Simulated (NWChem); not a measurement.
System: C$_{2}$H$_{6}$NO cation; SMILES CC([NH3+])=O

Program: NWChem. Pople sets run with spherical d functions. Coordinates come from a PBE0/def2-SVP optimisation. Vertical excitations in the gas phase.

Q: Estimate the computed values for LRC-wPBEh/6-31+G*, full TDDFT. Quantities: lowest excitation, singlet (eV); oscillator strength of that lowest state; lowest state with f > 0.02, singlet (eV); oscillator strength of that bright state; orbital gap (eV).

A: 
| Item | Value |
|---|---|
| lowest excitation, singlet (eV) | 5.47 |
| oscillator strength of that lowest state | 0.000 |
| lowest state with f > 0.02, singlet (eV) | 8.24 |
| oscillator strength of that bright state | 0.070 |
| orbital gap (eV) | 11.64 |
